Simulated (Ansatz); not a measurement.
The linear singlet lies higher and needs more than one determinant, so no gap is given.

A geometry relaxed with B3LYP-D3(BJ)/def2-TZVP (Ansatz, a first-principles code), charge 1, multiplicity 3:

```xyz
3

S      1.4555    -0.0002     0.0000
N     -1.3294    -0.0014     0.0000
C     -0.1260     0.0015     0.0000
```

**Question.** Write the SMILES of this molecule.

**Answer.** `N#C[S+]`
